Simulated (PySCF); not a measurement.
# How methods differ on the fine-structure interval of Pr³²⁺

Pr³²⁺ [Ar] 3d9 [3d3/2^4 3d5/2^5, M_J = 5/2] → Pr³²⁺ [Ar] 3d9 [3d3/2^3 3d5/2^6, M_J = 3/2], as a difference of total energies. Calculation: PySCF 2.14, in an uncontracted even-tempered set (16 s from 5.5 bohr⁻², ratio 2.8; 12 p from 7.2 bohr⁻², ratio 2.8; 8 d from 7.2 bohr⁻², ratio 2.8; 3 f from 29 bohr⁻², ratio 3); the two-component X2C-1e Hamiltonian. Correlated levels: [Ne] frozen; the 74 highest virtual spinors dropped. "Screened" scales the spin-orbit matrix elements by Boettger's factors to mimic the two-electron term; Breit and QED terms are absent.

| method | fine-structure interval (cm⁻¹) |
| --- | --- |
| GHF (screened spin-orbit) | 177910 |
| GMP2 (screened spin-orbit) | 177680 |
| GHF (bare spin-orbit) | 214480 |
